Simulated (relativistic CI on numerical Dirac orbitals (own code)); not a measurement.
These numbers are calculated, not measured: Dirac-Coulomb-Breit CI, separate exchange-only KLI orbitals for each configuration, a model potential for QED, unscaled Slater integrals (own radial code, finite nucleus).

The strongest absorption lines from the ground level of an ion, among the configurations computed and to levels below about 910 eV (vacuum wavelength in nm, gf): 1.5217 (0.47), 1.5219 (0.72), 1.5478 (1.1), 1.5493 (2.1), 1.5518 (2.2), 1.5583 (0.59), 1.5641 (0.51), 1.5746 (0.25).

Q: Which ion is it?
A. Ni²¹⁺
B. Cr¹⁷⁺
C. Ca¹³⁺
D. Cr¹⁹⁺

A: B. Cr¹⁷⁺ has 7 electrons and the ground level 2s2 2p3 4S°_3/2; the strongest line goes to 2s2 2p2 3d 4P_5/2. The pattern of lines fixes the number of electrons, and along that sequence the line energies rise steadily with the charge (about as its square where n changes within one kind of shell, about linearly where n is kept but much faster in heavy ions where fine structure, which grows about as Z⁴, sets the gap, and irregularly where shells cross), which fixes Z. Configurations outside the model, such as inner-shell arrays, can give stronger lines. At this charge energies of transitions that change n are usually good to better than 1 %, and those within a shell (Δn = 0) to a few per cent.

LS names give the leading component of a level, which can be under half, so a name can repeat, a term be missing and a line seem to break the LS rules.
